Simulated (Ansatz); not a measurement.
# Molecular dynamics of H18CO9

The input (input.yaml):

```yaml
crystal:
  lattice:
    - [6.701759, 0.0, 0.0]
    - [0.0, 6.701759, 0.0]
    - [0.0, 0.0, 6.701759]
  atoms:
    - { symbol: O, position: [0.47510077, 0.02766362, 0.8000994] }
    - { symbol: H, position: [0.44699957, -0.00799795, 0.65767758] }
    - { symbol: H, position: [0.62113814, 0.0144574, 0.81709299] }
    - { symbol: O, position: [0.51457679, 0.8947765, 0.4157804] }
    - { symbol: H, position: [0.56905272, 1.02626384, 0.39606761] }
    - { symbol: H, position: [0.44680759, 0.86752996, 0.29386553] }
    - { symbol: O, position: [0.07371632, 0.48985105, 0.13491832] }
    - { symbol: H, position: [0.17286795, 0.58480166, 0.08597307] }
    - { symbol: H, position: [0.11291606, 0.36344436, 0.08145983] }
    - { symbol: O, position: [0.35335984, 0.75082767, 1.05312925] }
    - { symbol: H, position: [0.36308495, 0.85363914, 0.94745841] }
    - { symbol: H, position: [0.48783154, 0.68328444, 1.03891222] }
    - { symbol: O, position: [0.12166406, 0.22961261, 0.81744453] }
    - { symbol: H, position: [0.26409692, 0.17699673, 0.82016821] }
    - { symbol: H, position: [0.12091071, 0.32505595, 0.70609347] }
    - { symbol: O, position: [0.83004302, 0.96905631, 0.93228609] }
    - { symbol: H, position: [0.94552815, 1.05554475, 0.90158341] }
    - { symbol: H, position: [0.83973922, 0.82493547, 0.9132942] }
    - { symbol: O, position: [0.77427039, 0.19895802, 0.28023572] }
    - { symbol: H, position: [0.83889736, 0.32757576, 0.26490863] }
    - { symbol: H, position: [0.8216736, 0.10577974, 0.17281699] }
    - { symbol: O, position: [0.11250359, 0.50141134, 0.52212147] }
    - { symbol: H, position: [0.1461721, 0.62802178, 0.58510788] }
    - { symbol: H, position: [0.10844758, 0.51070414, 0.36770101] }
    - { symbol: O, position: [0.70408478, 0.61037532, 0.84287915] }
    - { symbol: C, position: [0.68858203, 0.51304227, 0.69205513] }
    - { symbol: H, position: [0.73021354, 0.56349007, 0.54125473] }
    - { symbol: H, position: [0.62204043, 0.36377154, 0.6976101] }
basis:
  ecutwfc: 500.0
kpoints:
  mp_grid: { grid: [1, 1, 1] }
hamiltonian:
  xc: r2scan
scf:
  occupations: { method: fermi_dirac, width: 0.05 }
  lower_state_search: "off"
md:
  timestep: 0.5
  n_steps: 50
  ensemble: nve
  temperature: 400.0
  initial_velocities: maxwell_boltzmann
  seed: 947843
```

Launched with:

```bash
$ ansatz run input.yaml --threads 1 --pin off --max-ram 3072MiB --backend cpu --events-out ev --progress --plain --runs-dir out
```

It goes on from the last frame of an earlier run, with new velocities.

Output, in part (step lines):

```
md step     0: t =     0.00 fs  T =   400.0 K  F+E_penalty+E_count = -5656.96298246 eV  E_kin = 1.396008 eV  conserved = -5655.56697447 eV  (9 SCF iters)
md step     1: t =     0.50 fs  T =   411.4 K  F+E_penalty+E_count = -5657.00334052 eV  E_kin = 1.435724 eV  conserved = -5655.56761680 eV  (9 SCF iters)
md step     2: t =     1.00 fs  T =   412.3 K  F+E_penalty+E_count = -5657.00639008 eV  E_kin = 1.439036 eV  conserved = -5655.56735389 eV  (9 SCF iters)
md step     3: t =     1.50 fs  T =   404.3 K  F+E_penalty+E_count = -5656.97718637 eV  E_kin = 1.410988 eV  conserved = -5655.56619818 eV  (8 SCF iters)
md step     4: t =     2.00 fs  T =   392.6 K  F+E_penalty+E_count = -5656.93463488 eV  E_kin = 1.370089 eV  conserved = -5655.56454629 eV  (8 SCF iters)
md step     5: t =     2.50 fs  T =   384.5 K  F+E_penalty+E_count = -5656.90497217 eV  E_kin = 1.341848 eV  conserved = -5655.56312385 eV  (5 SCF iters)
md step     6: t =     3.00 fs  T =   386.1 K  F+E_penalty+E_count = -5656.91031754 eV  E_kin = 1.347605 eV  conserved = -5655.56271220 eV  (4 SCF iters)
md step     7: t =     3.50 fs  T =   399.1 K  F+E_penalty+E_count = -5656.95662816 eV  E_kin = 1.392912 eV  conserved = -5655.56371644 eV  (4 SCF iters)
md step     8: t =     4.00 fs  T =   418.9 K  F+E_penalty+E_count = -5657.02781359 eV  E_kin = 1.462055 eV  conserved = -5655.56575891 eV  (4 SCF iters)
md step     9: t =     4.50 fs  T =   436.7 K  F+E_penalty+E_count = -5657.09176974 eV  E_kin = 1.523989 eV  conserved = -5655.56778055 eV  (4 SCF iters)
md step    10: t =     5.00 fs  T =   443.5 K  F+E_penalty+E_count = -5657.11647389 eV  E_kin = 1.547727 eV  conserved = -5655.56874677 eV  (8 SCF iters)
md step    11: t =     5.50 fs  T =   434.9 K  F+E_penalty+E_count = -5657.08592674 eV  E_kin = 1.517684 eV  conserved = -5655.56824281 eV  (4 SCF iters)
md step    12: t =     6.00 fs  T =   412.7 K  F+E_penalty+E_count = -5657.00699486 eV  E_kin = 1.440471 eV  conserved = -5655.56652370 eV  (4 SCF iters)
md step    13: t =     6.50 fs  T =   384.3 K  F+E_penalty+E_count = -5656.90571335 eV  E_kin = 1.341386 eV  conserved = -5655.56432784 eV  (4 SCF iters)
md step    14: t =     7.00 fs  T =   359.1 K  F+E_penalty+E_count = -5656.81576009 eV  E_kin = 1.253151 eV  conserved = -5655.56260906 eV  (4 SCF iters)
md step    15: t =     7.50 fs  T =   344.3 K  F+E_penalty+E_count = -5656.76370168 eV  E_kin = 1.201657 eV  conserved = -5655.56204483 eV  (4 SCF iters)
md step    16: t =     8.00 fs  T =   342.7 K  F+E_penalty+E_count = -5656.75855100 eV  E_kin = 1.195912 eV  conserved = -5655.56263893 eV  (4 SCF iters)
md step    17: t =     8.50 fs  T =   351.7 K  F+E_penalty+E_count = -5656.79127940 eV  E_kin = 1.227370 eV  conserved = -5655.56390939 eV  (4 SCF iters)
md step    18: t =     9.00 fs  T =   365.7 K  F+E_penalty+E_count = -5656.84182224 eV  E_kin = 1.276461 eV  conserved = -5655.56536165 eV  (4 SCF iters)
md step    19: t =     9.50 fs  T =   378.3 K  F+E_penalty+E_count = -5656.88702374 eV  E_kin = 1.320372 eV  conserved = -5655.56665217 eV  (4 SCF iters)
md step    20: t =    10.00 fs  T =   383.7 K  F+E_penalty+E_count = -5656.90668411 eV  E_kin = 1.339223 eV  conserved = -5655.56746147 eV  (9 SCF iters)
md step    21: t =    10.50 fs  T =   378.7 K  F+E_penalty+E_count = -5656.88900694 eV  E_kin = 1.321590 eV  conserved = -5655.56741671 eV  (4 SCF iters)
md step    22: t =    11.00 fs  T =   363.9 K  F+E_penalty+E_count = -5656.83623762 eV  E_kin = 1.269961 eV  conserved = -5655.56627618 eV  (4 SCF iters)
md step    23: t =    11.50 fs  T =   344.8 K  F+E_penalty+E_count = -5656.76761634 eV  E_kin = 1.203299 eV  conserved = -5655.56431748 eV  (4 SCF iters)
md step    24: t =    12.00 fs  T =   330.0 K  F+E_penalty+E_count = -5656.71423278 eV  E_kin = 1.151715 eV  conserved = -5655.56251768 eV  (4 SCF iters)
md step    25: t =    12.50 fs  T =   327.1 K  F+E_penalty+E_count = -5656.70381654 eV  E_kin = 1.141738 eV  conserved = -5655.56207825 eV  (4 SCF iters)
md step    26: t =    13.00 fs  T =   337.9 K  F+E_penalty+E_count = -5656.74287272 eV  E_kin = 1.179373 eV  conserved = -5655.56349952 eV  (4 SCF iters)
md step    27: t =    13.50 fs  T =   356.3 K  F+E_penalty+E_count = -5656.80954815 eV  E_kin = 1.243482 eV  conserved = -5655.56606629 eV  (4 SCF iters)
md step    28: t =    14.00 fs  T =   371.4 K  F+E_penalty+E_count = -5656.86448053 eV  E_kin = 1.296196 eV  conserved = -5655.56828437 eV  (4 SCF iters)
md step    29: t =    14.50 fs  T =   373.7 K  F+E_penalty+E_count = -5656.87323809 eV  E_kin = 1.304344 eV  conserved = -5655.56889445 eV  (4 SCF iters)
md step    30: t =    15.00 fs  T =   360.4 K  F+E_penalty+E_count = -5656.82543028 eV  E_kin = 1.257771 eV  conserved = -5655.56765916 eV  (9 SCF iters)
md step    31: t =    15.50 fs  T =   336.1 K  F+E_penalty+E_count = -5656.73857868 eV  E_kin = 1.173145 eV  conserved = -5655.56543404 eV  (5 SCF iters)
md step    32: t =    16.00 fs  T =   310.0 K  F+E_penalty+E_count = -5656.64556534 eV  E_kin = 1.082049 eV  conserved = -5655.56351597 eV  (4 SCF iters)
md step    33: t =    16.50 fs  T =   290.2 K  F+E_penalty+E_count = -5656.57536827 eV  E_kin = 1.012658 eV  conserved = -5655.56271023 eV  (4 SCF iters)
md step    34: t =    17.00 fs  T =   280.1 K  F+E_penalty+E_count = -5656.54063778 eV  E_kin = 0.977705 eV  conserved = -5655.56293288 eV  (4 SCF iters)
md step    35: t =    17.50 fs  T =   279.2 K  F+E_penalty+E_count = -5656.53811761 eV  E_kin = 0.974464 eV  conserved = -5655.56365383 eV  (4 SCF iters)
md step    36: t =    18.00 fs  T =   284.1 K  F+E_penalty+E_count = -5656.55615144 eV  E_kin = 0.991665 eV  conserved = -5655.56448667 eV  (4 SCF iters)
md step    37: t =    18.50 fs  T =   291.0 K  F+E_penalty+E_count = -5656.58086268 eV  E_kin = 1.015559 eV  conserved = -5655.56530340 eV  (4 SCF iters)
md step    38: t =    19.00 fs  T =   295.9 K  F+E_penalty+E_count = -5656.59883338 eV  E_kin = 1.032813 eV  conserved = -5655.56602025 eV  (3 SCF iters)
md step    39: t =    19.50 fs  T =   295.9 K  F+E_penalty+E_count = -5656.59901812 eV  E_kin = 1.032600 eV  conserved = -5655.56641800 eV  (4 SCF iters)
md step    40: t =    20.00 fs  T =   289.4 K  F+E_penalty+E_count = -5656.57634423 eV  E_kin = 1.010178 eV  conserved = -5655.56616623 eV  (8 SCF iters)
md step    41: t =    20.50 fs  T =   278.3 K  F+E_penalty+E_count = -5656.53647021 eV  E_kin = 0.971387 eV  conserved = -5655.56508300 eV  (4 SCF iters)
md step    42: t =    21.00 fs  T =   267.7 K  F+E_penalty+E_count = -5656.49779559 eV  E_kin = 0.934296 eV  conserved = -5655.56349951 eV  (4 SCF iters)
md step    43: t =    21.50 fs  T =   264.6 K  F+E_penalty+E_count = -5656.48563273 eV  E_kin = 0.923288 eV  conserved = -5655.56234436 eV  (4 SCF iters)
md step    44: t =    22.00 fs  T =   273.7 K  F+E_penalty+E_count = -5656.51791872 eV  E_kin = 0.955310 eV  conserved = -5655.56260851 eV  (4 SCF iters)
md step    45: t =    22.50 fs  T =   294.0 K  F+E_penalty+E_count = -5656.59060413 eV  E_kin = 1.026107 eV  conserved = -5655.56449730 eV  (4 SCF iters)
md step    46: t =    23.00 fs  T =   317.5 K  F+E_penalty+E_count = -5656.67499810 eV  E_kin = 1.107929 eV  conserved = -5655.56706890 eV  (4 SCF iters)
md step    47: t =    23.50 fs  T =   333.3 K  F+E_penalty+E_count = -5656.73210765 eV  E_kin = 1.163317 eV  conserved = -5655.56879031 eV  (4 SCF iters)
md step    48: t =    24.00 fs  T =   334.4 K  F+E_penalty+E_count = -5656.73563972 eV  E_kin = 1.167036 eV  conserved = -5655.56860415 eV  (4 SCF iters)
md step    49: t =    24.50 fs  T =   321.2 K  F+E_penalty+E_count = -5656.68785302 eV  E_kin = 1.121161 eV  conserved = -5655.56669170 eV  (4 SCF iters)
md step    50: t =    25.00 fs  T =   301.6 K  F+E_penalty+E_count = -5656.61698783 eV  E_kin = 1.052664 eV  conserved = -5655.56432393 eV  (8 SCF iters)
```

All steps were run. The conserved energy stayed within 0.18 meV per atom of its start (net change 0.095 meV per atom), so the integration is sound. A run of 0.025 ps of so small a system gives no equilibrium averages. Limits of this set-up: coarse k mesh.

Mean squared displacements from the first frame to the last, about the centre of mass: O 0.03 Å², H 0.19 Å², C 0.01 Å².

Last frame:

```xyz
28
Lattice="6.7018 0.0000 0.0000 0.0000 6.7018 0.0000 0.0000 0.0000 6.7018" Properties=species:S:1:pos:R:3
O 3.213 0.151 5.130
H 3.308 -0.324 4.315
H 4.071 0.084 5.604
O 3.271 6.103 2.658
H 4.031 6.577 2.344
H 2.993 5.505 1.958
O 0.455 3.337 0.932
H 1.068 4.100 0.768
H 0.460 2.861 0.113
O 2.458 4.936 7.019
H 2.535 5.732 6.372
H 3.098 4.319 6.570
O 1.039 1.443 5.551
H 1.872 0.937 5.447
H 0.999 2.087 4.816
O 5.500 6.515 6.303
H 6.184 6.984 5.784
H 5.627 5.616 6.153
O 5.026 1.367 1.999
H 5.513 2.203 2.025
H 4.844 1.320 1.053
O 0.853 3.437 3.523
H 0.464 4.317 3.385
H 0.780 3.077 2.660
O 4.764 4.050 5.758
C 4.641 3.437 4.720
H 5.213 3.685 3.788
H 3.930 2.634 4.675
```

Time of the run: 16 min on 1 thread of Arm Neoverse V1, on a shared host, peak memory 0.87 GiB.
